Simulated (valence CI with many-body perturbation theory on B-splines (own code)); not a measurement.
# Forbidden lines of Re34+

Calculated by relativistic CI+MBPT: five valence electrons over a frozen Dirac-Fock core [Kr], a basis of 7 s, 7 p, 8 d, 6 f, 4 g, 1 h functions for each j, with the one-electron correlation potential Σ1 (screened to all orders), the two-electron term Σ2, the three-electron term Σ3, Breit, model QED; selected single and double excitations, second order for the rest, scaled by the run's own slope (own B-spline code, finite nucleus).

No measured spectrum was set against this ion. As an estimate, large intervals hold to a few tenths of a per cent, small ones and those within an open d or f shell to about a per cent. The list stops below the first excitations out of the core.

Lines 51 to 100 of 120 in falling wavelength, among levels below 1033600 cm⁻¹, chosen from the decays that carry over 1 % of a level's rate. Wavelengths and rates use the calculated energies. Electric multipoles are in the length gauge, E1 and E2 with the static RPA response of the core. Weak lines are less certain than strong ones. Lines between different terms over intervals too small for the method are left out, as are lines whose strength nearly cancels.

Levels are named by their leading jj configuration (3d3/2^4 stands for four electrons in 3d with j = 3/2), which in mixed levels can hold well under half, so a name can repeat and another be missing. Letters in brackets count levels of one name in rising energy.

```csv
λ vac (Å),Upper,Lower,Type,A (s⁻¹),Branch %
668.9,(4d3/2^2 4d5/2^3) J=5/2 [a],(4d3/2^3 4d5/2^2) J=5/2 [a],M1,1.18e+05,90.9
666.9,(4d3/2^2 4d5/2^3) J=5/2 [c],(4d3/2^3 4d5/2^2) J=7/2 [b],M1,2.56e+04,27.8
665.1,(4d3/2^2 4d5/2^3) J=1/2 [a],(4d3/2^3 4d5/2^2) J=3/2 [a],M1,5.36e+04,63.8
664.7,(4d3/2^3 4d5/2^2) J=7/2 [a],(4d3/2^4 4d5/2) J=5/2,M1,2.78e+04,98.0
659.7,(4d3/2^2 4d5/2^3) J=13/2,(4d3/2^3 4d5/2^2) J=11/2,M1,9.61e+03,99.5
646.9,(4d3/2^3 4d5/2^2) J=3/2 [a],(4d3/2^4 4d5/2) J=5/2,M1,6.99e+04,100.0
634.6,(4d3/2^2 4d5/2^3) J=3/2 [a],(4d3/2^3 4d5/2^2) J=3/2 [a],M1,6.09e+04,45.5
620.5,(4d3/2^2 4d5/2^3) J=5/2 [b],(4d3/2^3 4d5/2^2) J=3/2 [a],M1,1.01e+04,14.2
620.2,(4d3/2^2 4d5/2^3) J=7/2 [b],(4d3/2^3 4d5/2^2) J=5/2 [b],M1,1.32e+03,5.1
618.6,(4d3/2 4d5/2^4) J=3/2 [a],(4d3/2^2 4d5/2^3) J=3/2 [a],M1,7.41e+04,39.3
618.0,(4d3/2^2 4d5/2^3) J=5/2 [d],(4d3/2^2 4d5/2^3) J=7/2 [a],M1,1.90e+03,1.8
616.9,(4d3/2^2 4d5/2^3) J=3/2 [b],(4d3/2^3 4d5/2^2) J=1/2,M1,6.55e+03,17.5
612.7,(4d3/2 4d5/2^4) J=11/2,(4d3/2^2 4d5/2^3) J=13/2,M1,1.69e+04,13.7
609.3,(4d3/2^2 4d5/2^3) J=9/2 [b],(4d3/2^3 4d5/2^2) J=9/2,M1,5.19e+04,56.0
605.0,(4d3/2^2 4d5/2^3) J=5/2 [b],(4d3/2^3 4d5/2^2) J=7/2 [a],M1,2.21e+04,31.2
604.7,(4d3/2^2 4d5/2^3) J=5/2 [c],(4d3/2^3 4d5/2^2) J=5/2 [b],M1,1.71e+03,1.9
595.3,(4d3/2 4d5/2^4) J=7/2 [a],(4d3/2^2 4d5/2^3) J=9/2 [a],M1,5.12e+04,34.4
592.1,(4d3/2 4d5/2^4) J=3/2 [a],(4d3/2^2 4d5/2^3) J=1/2 [a],M1,5.85e+04,31.0
589.9,(4d3/2^2 4d5/2^3) J=3/2 [b],(4d3/2^3 4d5/2^2) J=5/2 [b],M1,1.43e+04,38.3
589.1,(4d3/2^2 4d5/2^3) J=7/2 [b],(4d3/2^3 4d5/2^2) J=9/2,M1,1.40e+04,54.3
585.0,(4d3/2^3 4d5/2^2) J=9/2,(4d3/2^4 4d5/2) J=5/2,E2,1.06e+01,8.5
582.4,(4d3/2 4d5/2^4) J=5/2 [a],(4d3/2^2 4d5/2^3) J=5/2 [a],M1,1.11e+05,60.9
581.8,(4d3/2^2 4d5/2^3) J=7/2 [c],(4d3/2^3 4d5/2^2) J=7/2 [b],M1,1.99e+04,37.8
575.8,(4d3/2^2 4d5/2^3) J=7/2 [a],(4d3/2^3 4d5/2^2) J=5/2 [a],M1,1.59e+04,23.5
565.9,(4d3/2^2 4d5/2^3) J=9/2 [b],(4d3/2^3 4d5/2^2) J=11/2,M1,1.75e+04,18.9
565.6,(4d3/2 4d5/2^4) J=11/2,(4d3/2^2 4d5/2^3) J=9/2 [a],M1,2.19e+04,17.8
563.0,(4d3/2^2 4d5/2^3) J=1/2 [b],(4d3/2^3 4d5/2^2) J=1/2,M1,2.86e+04,37.4
561.1,(4d3/2 4d5/2^4) J=7/2 [a],(4d3/2^2 4d5/2^3) J=7/2 [a],M1,4.46e+04,29.9
557.3,(4d3/2^3 4d5/2^2) J=5/2 [b],(4d3/2^4 4d5/2) J=5/2,M1,9.50e+02,21.7
557.3,(4d3/2^3 4d5/2^2) J=5/2 [b],(4d3/2^4 4d5/2) J=5/2,E2,6.59e+01,1.5
550.2,(4d3/2 4d5/2^4) J=11/2,(4d3/2^2 4d5/2^3) J=11/2,M1,7.30e+04,59.3
541.7,(4d3/2^2 4d5/2^3) J=9/2 [b],(4d3/2^3 4d5/2^2) J=7/2 [a],M1,1.53e+04,16.5
537.7,(4d3/2^2 4d5/2^3) J=5/2 [d],(4d3/2^2 4d5/2^3) J=5/2 [a],M1,5.42e+04,51.9
535.1,(4d3/2^3 4d5/2^2) J=1/2,(4d3/2^4 4d5/2) J=5/2,E2,3.45e+01,3.8
533.9,(4d3/2^2 4d5/2^3) J=7/2 [c],(4d3/2^3 4d5/2^2) J=5/2 [b],M1,1.00e+04,19.1
525.7,(4d3/2^2 4d5/2^3) J=5/2 [c],(4d3/2^3 4d5/2^2) J=3/2 [a],M1,1.48e+04,16.1
525.6,(4d3/2^2 4d5/2^3) J=7/2 [b],(4d3/2^3 4d5/2^2) J=7/2 [a],M1,1.01e+03,3.9
517.0,(4d3/2 4d5/2^4) J=5/2 [a],(4d3/2^3 4d5/2^2) J=3/2 [b],M1,4.44e+03,2.4
514.5,(4d3/2^2 4d5/2^3) J=5/2 [c],(4d3/2^3 4d5/2^2) J=7/2 [a],M1,3.50e+04,38.0
514.4,(4d3/2^2 4d5/2^3) J=3/2 [b],(4d3/2^3 4d5/2^2) J=3/2 [a],M1,1.26e+04,33.7
513.2,(4d3/2^3 4d5/2^2) J=7/2 [b],(4d3/2^4 4d5/2) J=5/2,M1,1.83e+03,88.3
512.2,(4d3/2^2 4d5/2^3) J=3/2 [c],(4d3/2^3 4d5/2^2) J=3/2 [b],M1,1.21e+04,37.7
510.7,(4d3/2^2 4d5/2^3) J=7/2 [c],(4d3/2^3 4d5/2^2) J=9/2,M1,2.11e+04,40.1
508.1,(4d3/2^2 4d5/2^3) J=9/2 [c],(4d3/2^3 4d5/2^2) J=7/2 [b],M1,2.12e+04,70.5
500.6,(4d3/2^2 4d5/2^3) J=3/2 [a],(4d3/2^3 4d5/2^2) J=5/2 [a],M1,4.32e+04,32.3
494.1,(4d3/2 4d5/2^4) J=7/2 [a],(4d3/2^2 4d5/2^3) J=5/2 [a],M1,6.34e+03,4.3
481.5,(4d3/2^2 4d5/2^3) J=5/2 [d],(4d3/2^3 4d5/2^2) J=3/2 [b],M1,1.53e+04,14.6
476.3,(4d3/2^2 4d5/2^3) J=1/2 [b],(4d3/2^3 4d5/2^2) J=3/2 [a],M1,4.52e+04,59.1
438.1,(4d3/2^2 4d5/2^3) J=7/2 [b],(4d3/2^3 4d5/2^2) J=5/2 [a],M1,3.23e+02,1.3
430.3,(4d3/2^2 4d5/2^3) J=5/2 [c],(4d3/2^3 4d5/2^2) J=5/2 [a],M1,9.82e+02,1.1
```
